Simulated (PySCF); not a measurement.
C₅H₁₃MgN (SMILES C[CH](C)[Mg][N](C)C), singlet, geometry from GFN2-xTB (such geometries of metal compounds can be far from the true shape), with bond 20-14 at 1.8 times its length; SA2-CASSCF(6,6)/STO-3G (PySCF).

PySCF was given this input:
```python
from pyscf import gto, scf, mcscf
import numpy

mol = gto.M(
    atom='''
Mg   -1.057799   -0.265037    0.672121
C    -1.051462   -0.674836   -1.416597
C     0.230676   -1.434239   -1.714428
C    -1.075291    0.644088   -2.174021
H    -1.904816   -1.282453   -1.741594
H     0.346746   -1.605094   -2.789948
H     1.099578   -0.864662   -1.374600
H     0.236792   -2.406230   -1.214648
H    -2.012785    1.178699   -2.005463
H    -0.971763    0.476823   -3.251822
H    -0.247884    1.284804   -1.858140
N     0.479983    0.462429    1.597832
C     0.970455    1.724162    1.119941
C     1.570232   -0.431681    1.872810
H     1.601342    2.208101    1.881400
H     1.587843    1.632413    0.203437
H     0.123560    2.382817    0.903575
H     2.219638   -0.611225    0.993233
H     2.214132   -0.021912    2.666683
H     0.856407   -2.163135    2.482244
''',
    basis='sto-3g',
    charge=0,
    spin=0,
    verbose=4,
)

mf = scf.RHF(mol)
mf.kernel()
mc = mcscf.CASSCF(mf, 6, 6)
mc.fix_spin_(ss=0.0)
mc = mc.state_average_([0.5, 0.5])
mc.kernel()
```

What the program printed (banner, timings and long lists left out):

```
PySCF version 2.14.0

[INPUT] verbose = 4
[INPUT] num. atoms = 20
[INPUT] num. electrons = 62
[INPUT] charge = 0
[INPUT] spin (= nelec alpha-beta = 2S) = 0
[INPUT] symmetry False subgroup None
[INPUT] Mole.unit = angstrom
[INPUT] Symbol           X                Y                Z      unit          X                Y                Z       unit  Magmom
[INPUT]  1 Mg    -1.057799000000  -0.265037000000   0.672121000000 AA   -1.998950404839  -0.500847342876   1.270124612569 Bohr   0.0
[INPUT]  2 C     -1.051462000000  -0.674836000000  -1.416597000000 AA   -1.986975210387  -1.275255218997  -2.676980358880 Bohr   0.0
[INPUT]  3 C      0.230676000000  -1.434239000000  -1.714428000000 AA    0.435914463510  -2.710318907170  -3.239799380286 Bohr   0.0
[INPUT]  4 C     -1.075291000000   0.644088000000  -2.174021000000 AA   -2.032005494210   1.217149920119  -4.108304279053 Bohr   0.0
[INPUT]  5 H     -1.904816000000  -1.282453000000  -1.741594000000 AA   -3.599580557690  -2.423484937627  -3.291135680186 Bohr   0.0
[INPUT]  6 H      0.346746000000  -1.605094000000  -2.789948000000 AA    0.655254974788  -3.033188064183  -5.272237621778 Bohr   0.0
[INPUT]  7 H      1.099578000000  -0.864662000000  -1.374600000000 AA    2.077901272597  -1.633974370319  -2.597617530827 Bohr   0.0
[INPUT]  8 H      0.236792000000  -2.406230000000  -1.214648000000 AA    0.447472028488  -4.547115692712  -2.295352057751 Bohr   0.0
[INPUT]  9 H     -2.012785000000   1.178699000000  -2.005463000000 AA   -3.803612397633   2.227418293299  -3.789775822949 Bohr   0.0
[INPUT] 10 H     -0.971763000000   0.476823000000  -3.251822000000 AA   -1.836365927986   0.901064879893  -6.145052985835 Bohr   0.0
[INPUT] 11 H     -0.247884000000   1.284804000000  -1.858140000000 AA   -0.468432870662   2.427927683746  -3.511375701099 Bohr   0.0
[INPUT] 12 N      0.479983000000   0.462429000000   1.597832000000 AA    0.907036414447   0.873864162056   3.019464873066 Bohr   0.0
[INPUT] 13 C      0.970455000000   1.724162000000   1.119941000000 AA    1.833894166215   3.258193974382   2.116381765672 Bohr   0.0
[INPUT] 14 C      1.570232000000  -0.431681000000   1.872810000000 AA    2.967308432028  -0.815758863178   3.539097983347 Bohr   0.0
[INPUT] 15 H      1.601342000000   2.208101000000   1.881400000000 AA    3.026097811763   4.172706145378   3.555330730757 Bohr   0.0
[INPUT] 16 H      1.587843000000   1.632413000000   0.203437000000 AA    3.000588398808   3.084813492180   0.384440213603 Bohr   0.0
[INPUT] 17 H      0.123560000000   2.382817000000   0.903575000000 AA    0.233494559951   4.502871534958   1.707509283004 Bohr   0.0
[INPUT] 18 H      2.219638000000  -0.611225000000   0.993233000000 AA    4.194507915677  -1.155047850487   1.876938347880 Bohr   0.0
[INPUT] 19 H      2.214132000000  -0.021912000000   2.666683000000 AA    4.184103083635  -0.041407678841   5.039300531034 Bohr   0.0
[INPUT] 20 H      0.856407000000  -2.163135000000   2.482244000000 AA    1.618374681160  -4.087732720461   4.690761334345 Bohr   0.0

nuclear repulsion = 346.610932807735
number of shells = 36
number of NR pGTOs = 156
number of NR cGTOs = 52
basis = sto-3g
ecp = {}

******** <class 'pyscf.scf.hf.RHF'> ********
method = RHF
initial guess = minao
damping factor = 0
level_shift factor = 0
DIIS = <class 'pyscf.scf.diis.CDIIS'>
diis_start_cycle = 1
diis_space = 8
diis_damp = 0
SCF conv_tol = 1e-09
SCF conv_tol_grad = None
SCF max_cycles = 50
direct_scf = True
direct_scf_tol = 1e-13
Set gradient conv threshold to 3.16228e-05
Initial guess from minao.
init E= -445.798416330538
  HOMO = -0.206699393031699  LUMO = 0.0107224774017537  gap/eV = 5.91635
cycle= 1 E= -445.154139140753  delta_E= 0.644  |g|= 0.497  |ddm|= 5.21
  HOMO = -0.0952175647579548  LUMO = 0.236899520988471  gap/eV = 9.03737
cycle= 2 E= -445.238443349663  delta_E= -0.0843  |g|= 0.157  |ddm|= 0.873
  HOMO = -0.198087966329141  LUMO = 0.2403432354244  gap/eV = 11.93032
cycle= 3 E= -445.247641811985  delta_E= -0.0092  |g|= 0.0394  |ddm|= 0.256
  HOMO = -0.199076647223384  LUMO = 0.23426516331823  gap/eV = 11.79183
cycle= 4 E= -445.248559305044  delta_E= -0.000917  |g|= 0.00762  |ddm|= 0.0984
  HOMO = -0.197359079338856  LUMO = 0.23621059550461  gap/eV = 11.79803
cycle= 5 E= -445.248595364168  delta_E= -3.61e-05  |g|= 0.00292  |ddm|= 0.0173
  HOMO = -0.198292064346624  LUMO = 0.236107381361173  gap/eV = 11.82061
cycle= 6 E= -445.248601786431  delta_E= -6.42e-06  |g|= 0.000584  |ddm|= 0.00866
  HOMO = -0.198325187855711  LUMO = 0.236086965800239  gap/eV = 11.82096
cycle= 7 E= -445.248602138892  delta_E= -3.52e-07  |g|= 0.000154  |ddm|= 0.00207
  HOMO = -0.198367370708291  LUMO = 0.236062385766763  gap/eV = 11.82144
cycle= 8 E= -445.248602166171  delta_E= -2.73e-08  |g|= 4.24e-05  |ddm|= 0.000607
  HOMO = -0.198359907411483  LUMO = 0.23606367127923  gap/eV = 11.82127
cycle= 9 E= -445.248602168327  delta_E= -2.16e-09  |g|= 1.4e-05  |ddm|= 0.000159
  HOMO = -0.198362315043826  LUMO = 0.236063400145026  gap/eV = 11.82133
cycle= 10 E= -445.24860216863  delta_E= -3.02e-10  |g|= 5.12e-06  |ddm|= 6.46e-05
  HOMO = -0.198361999153379  LUMO = 0.23606371798877  gap/eV = 11.82133
Extra cycle  E= -445.248602168661  delta_E= -3.19e-11  |g|= 2.65e-06  |ddm|= 1.62e-05
converged SCF energy = -445.248602168661

******** <class 'pyscf.mcscf.addons.StateAverageCASSCF'> ********
CAS (3e+3e, 6o), ncore = 28, nvir = 18
max_cycle_macro = 50
max_cycle_micro = 4
conv_tol = 1e-07
conv_tol_grad = None
orbital rotation max_stepsize = 0.02
orbital rotation threshold for CI restart = 0.01
augmented hessian ah_max_cycle = 30
augmented hessian ah_conv_tol = 1e-12
augmented hessian ah_linear dependence = 1e-14
augmented hessian ah_level shift = 1e-08
augmented hessian ah_start_tol = 2.5
augmented hessian ah_start_cycle = 3
augmented hessian ah_grad_trust_region = 3
kf_trust_region = 3
kf_interval = 4
ci_response_space = 4
ci_grad_trust_region = 3
with_dep4 0
natorb = False
canonicalization = True
sorting_mo_energy = False
ao2mo_level = 2
internal_rotation = False
******** <class 'pyscf.mcscf.addons.StateAverageSpinPenaltyFCISolver'> ********
max. cycles = 50
conv_tol = 1e-08
davidson only = True
linear dependence = 1e-12
level shift = 0.001
max iter space = 12
nroots = 2
pspace_size = 400
spin = None
State-average over 2 states with weights [0.5, 0.5]
CASCI E = -445.200482621137  S^2 = 0.0000000
Set conv_tol_grad to 0.000316228
macro iter   1 ( 21 JK    4 micro), CASSCF E = -445.239981365178  dE = -3.94987440e-02  S^2 = 0.0000000
               |grad[o]|=0.252  |ddm|=0.104  |maxRot[o]|=0.228
macro iter   2 ( 21 JK    4 micro), CASSCF E = -445.249597196099  dE = -9.61583092e-03  S^2 = 0.0000000
               |grad[o]|=0.0591  |ddm|=0.0383  |maxRot[o]|=0.216
macro iter   3 ( 21 JK    4 micro), CASSCF E = -445.252611324952  dE = -3.01412885e-03  S^2 = 0.0000000
               |grad[o]|=0.0256  |ddm|=0.0208  |maxRot[o]|=0.306
macro iter   4 ( 18 JK    4 micro), CASSCF E = -445.253812473271  dE = -1.20114832e-03  S^2 = 0.0000000
               |grad[o]|=0.00916  |ddm|=0.024  |maxRot[o]|= 0.21
macro iter   5 ( 17 JK    4 micro), CASSCF E = -445.253854662916  dE = -4.21896452e-05  S^2 = 0.0000000
               |grad[o]|=0.00174  |ddm|=0.00486  |maxRot[o]|=0.0385
macro iter   6 (  9 JK    2 micro), CASSCF E = -445.253855544908  dE = -8.81992037e-07  S^2 = 0.0000000
               |grad[o]|=0.000231  |ddm|=0.000445  |maxRot[o]|=0.00494
macro iter   7 (  4 JK    1 micro), CASSCF E = -445.253855637926  dE = -9.30177180e-08  S^2 = 0.0000000
               |grad[o]|=7.13e-05  |ddm|=0.000101  |maxRot[o]|=0.00147
1-step CASSCF converged in   7 macro (111 JK  23 micro) steps
CASSCF canonicalization
Density matrix diagonal elements [1.81777189 1.88096413 1.54579204 0.64924707 0.09542328 0.01080159]
CASSCF energy = -445.253855637926
CASCI E = -445.253855637926  E(CI) = -5.38005255717792  S^2 = 0.0000000
CASCI state-averaged energy = -445.253855637926
CASCI energy for each state
  State 0 weight 0.5  E = -445.326986761614 S^2 = 0.0000000
  State 1 weight 0.5  E = -445.180724514238 S^2 = 0.0000000
```
